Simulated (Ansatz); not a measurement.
One change: `[CH3][Ga]([CH3])[O][SiH3]` becomes `[CH3][Ga]([CH3])[CH]=O`.

Ansatz, PBE0-D4/def2-TZVP geometries, multiplicity 1. Each molecule was computed in one conformer, which needn't be the lowest.

Scalar relativity is left out up to krypton.

```csv
property,`[CH3][Ga]([CH3])[O][SiH3]`
LUMO energy (B3LYP/def2-TZVPP) / eV,-0.85
LUMO energy (ωB97M-V/def2-TZVPP) / eV,1.09
size of the dipole moment (PBE/def2-TZVPP) / D,2.33
HOMO–LUMO gap (PBE0/def2-TZVPP) / eV,7.20
size of the dipole moment (B3LYP/def2-TZVPP) / D,2.35
HOMO–LUMO gap (ωB97M-V/def2-TZVPP) / eV,11.07
```

Question: What does the change do to each property? (Best estimate.)

Answer: Computed: 
```json
{"property": "LUMO energy (B3LYP/def2-TZVPP) / eV", "`[CH3][Ga]([CH3])[CH]=O`": "-1.28", "shift": "-0.43"}
{"property": "LUMO energy (ωB97M-V/def2-TZVPP) / eV", "`[CH3][Ga]([CH3])[CH]=O`": "0.67", "shift": "-0.42"}
{"property": "size of the dipole moment (PBE/def2-TZVPP) / D", "`[CH3][Ga]([CH3])[CH]=O`": "2.45", "shift": "0.12"}
{"property": "HOMO–LUMO gap (PBE0/def2-TZVPP) / eV", "`[CH3][Ga]([CH3])[CH]=O`": "5.20", "shift": "-2.00"}
{"property": "size of the dipole moment (B3LYP/def2-TZVPP) / D", "`[CH3][Ga]([CH3])[CH]=O`": "2.69", "shift": "0.34"}
{"property": "HOMO–LUMO gap (ωB97M-V/def2-TZVPP) / eV", "`[CH3][Ga]([CH3])[CH]=O`": "9.12", "shift": "-1.95"}
```

With PBE0 the HOMO rises by 1.57 eV and the LUMO falls by 0.44 eV, so the gap narrows by about 2.01 eV. PBE moves the HOMO by 1.59 eV and ωB97M-V by 1.54 eV. Dipoles are sizes alone; their direction can turn.

B3LYP here is the variant with VWN-RPA as its local correlation; programs differ in this.
